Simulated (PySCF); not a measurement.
CCl$_{3}$, doublet, geometry from GFN2-xTB, atoms displaced at random by about 0.1 Å a coordinate. Base run: B3LYP/STO-3G run with PySCF.

PySCF was given this input:
```python
from pyscf import gto, scf, dft
from pyscf.geomopt import geometric_solver

mol = gto.Mole()
mol.atom = '''
    C     0.046972   -0.136594    0.270585
    Cl   -0.062494    1.630702    0.022505
    Cl    1.427215   -0.821228   -0.198201
    Cl   -1.581329   -1.005971   -0.235049
'''
mol.basis = 'sto-3g'
mol.charge = 0
mol.spin = 1
mol.verbose = 3
mol.build()

def method(m):
    mf = dft.UKS(m)
    mf.xc = 'b3lyp'
    return mf

conv, mol_eq = geometric_solver.kernel(method(mol), maxsteps=100)
print('optimisation converged:', conv)
print(mol_eq.tostring(format='xyz'))
mf = method(mol_eq)
mf.kernel()
```

The base run was repeated with changes; each row names its change, and settings that it needs were set with it.

```json
[
 {"change": "base", "ΔE vs base (kcal/mol)": "0.000", "optimiser steps": "7", "core-seconds (rough)": "30"},
 {"change": "coordsys = dlc", "ΔE vs base (kcal/mol)": "0.000", "optimiser steps": "7", "core-seconds (rough)": "30"},
 {"change": "convergence_set = GAU_LOOSE", "ΔE vs base (kcal/mol)": "0.000", "optimiser steps": "7", "core-seconds (rough)": "30"},
 {"change": "convergence_set = TURBOMOLE", "ΔE vs base (kcal/mol)": "0.000", "optimiser steps": "7", "core-seconds (rough)": "30"},
 {"change": "trust = 0.02", "ΔE vs base (kcal/mol)": "0.000", "optimiser steps": "7", "core-seconds (rough)": "30"},
 {"change": "convergence_set = GAU_TIGHT", "ΔE vs base (kcal/mol)": "0.000", "optimiser steps": "14", "core-seconds (rough)": "50"},
 {"change": "convergence_set = GAU_VERYTIGHT", "ΔE vs base (kcal/mol)": "0.000", "optimiser steps": "36", "core-seconds (rough)": "100"}
]
```

Open shells are given as the SCF converged; they aren't shown to be the lowest states, and a large step between rows can be another state.
